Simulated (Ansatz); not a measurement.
FHfI3, SMILES `[F][Hf]([I])([I])[I]`, charge 0, multiplicity 1.

**Question.** Give a relaxed structure at PBE0-D4/def2-TZVP (the Gaussian-basis code of Ansatz). (An estimate is asked.)

**Answer.** Ansatz gave: 
Z-matrix (Å, degrees):
```
Hf
F 1 1.875
I 1 2.687 2 108.7
I 1 2.687 2 108.7 3 120.0
I 1 2.687 2 108.7 3 -120.0
```
Point group C3v.
